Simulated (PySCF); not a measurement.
TaOF₃, SMILES [F][Ta]([F])(=[O])[F], multiplicity 1. Geometry: B3LYP-D3(BJ)/def2-SVP. The spin state was assumed, not searched. The isomer is the one that the SMILES or the coordinates give; other isomers of the formula were not compared. The def2 effective core potentials stand for the cores of Ta; spin–orbit coupling is left out.

Question: Give the equilibrium geometry at B3LYP-D3(BJ)/def2-SVP (PySCF confirms it by a frequency run) as Cartesian coordinates in Å, and its point group. (Estimate from the structure and the level; the computed values follow.)

Answer: point group C3v.
```xyz
5

Ta     0.0000     0.0000    -0.0101
O      0.0000     0.0000    -1.7283
F     -1.5587     0.8999     0.5395
F      1.5587     0.8999     0.5395
F      0.0000    -1.7998     0.5395
```
